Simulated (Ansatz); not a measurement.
A nudged elastic band was laid between two geometries of AlBClH4N (8 atoms, charge 0, multiplicity 1).

Computed with RKS PBE0-D4/6-31G* (Ansatz).

```
movable images  : 5
climbing image  : yes
spring          : 5.0 eV/Å²
optimiser       : quadratic models (default)
start path      : through a guess of the saddle point
force threshold : 0.03 eV/Å
iteration limit : 60
end points      : relaxed
```

Initial state:

```xyz
8
Properties=species:S:1:pos:R:3
N -0.138 1.387 0.315
B 0.792 0.385 0.064
Al -0.023 -1.538 -0.345
Cl -2.163 -1.539 -0.281
H 0.115 2.345 0.522
H -1.138 1.232 0.308
H 1.954 0.690 0.100
H 0.601 -2.962 -0.683
```

Final state:

```xyz
8
Properties=species:S:1:pos:R:3
N -0.233 0.566 0.150
B 1.136 0.898 0.156
Al -0.787 -1.109 -0.217
Cl -2.867 -1.426 -0.235
H -0.892 1.310 0.351
H 1.934 0.029 -0.084
H 1.497 2.018 0.393
H 0.212 -2.285 -0.513
```

What changes between the two ends?

Bonds broken: N1–H6, B2–Al3. Bonds formed: N1–Al3, B2–H6.

What energy profile does the band end with?

The run converged. The highest image is number 2 of 0 to 6, 2.71 eV above the first end and 3.68 eV above the last; the last end lies 0.97 eV below the first. Neighbouring images differ by up to 3.3 eV, so the band resolves the path poorly. A vibrational analysis at the climbing image gives one clearly imaginary mode, 1687i cm⁻¹: a first-order saddle point. The orbitals stay closed-shell, which can raise the energy where a bond breaks towards radicals; this wasn't checked here.

```tsv
image	path coordinate (Å)	energy (eV)	N1–H6 (Å)	B2–Al3 (Å)	N1–Al3 (Å)
0	0.00	0.00	1.01	2.13	3.00
1	1.67	0.37	1.01	2.10	2.68
2	3.35	2.71	1.35	2.15	2.00
3	4.56	-0.63	2.09	2.28	1.85
4	5.78	-0.90	2.18	2.35	1.82
5	6.99	-0.90	2.23	2.67	1.80
6	8.21	-0.97	2.25	2.80	1.80
```

What is the geometry of the highest image?


```xyz
8
Properties=species:S:1:pos:R:3
N -0.013 0.715 0.631
B 0.927 0.594 -0.441
Al -0.313 -1.131 -0.087
Cl -2.264 -1.299 -0.925
H 0.007 1.402 1.401
H -0.418 0.777 -0.653
H 1.858 1.307 -0.671
H 0.216 -2.366 0.747
```

The run took 5.7 min on 1 thread of Intel(R) Xeon(R) Platinum 8488C (Sapphire Rapids), on a shared host, peak memory 0.18 GiB.
